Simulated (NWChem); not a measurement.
FeH₂S₂, quintet; SMILES [SH][Fe][SH]

```xyz
5

Fe     0.0000     0.0000     0.0000
S     -0.0443    -2.2238     0.0000
H      1.2961    -2.4094     0.0000
S      0.0443     2.2238     0.0000
H     -1.2961     2.4094     0.0000
```
Atoms are numbered in this order, from 1.

Coordinates come from a PBE0/def2-SVP, spin-unrestricted optimisation. This spin state was assumed; another may lie lower. No stability test was run on the SCF state.

Symmetry labels are those of C2h in the frame above (b1 and b2, or b-type labels, depend on it).

List the 6 lowest vertical excitations from PBE/def2-SVP, spin-unrestricted, TDA (NWChem).


| state | energy (eV) | oscillator strength | symmetry of the excitation | <S²> |
|---|---|---|---|---|
| state 1 | 0.57 | 0.000 | bg | 6.01 |
| state 2 | 0.58 | 0.000 | ag | 6.02 |
| state 3 | 0.69 | 0.000 | ag | 6.02 |
| state 4 | 1.04 | 0.000 | bg | 6.01 |
| state 5 | 1.46 | 0.003 | au | 6.03 |
| state 6 | 1.83 | 0.000 | bg | 6.02 |
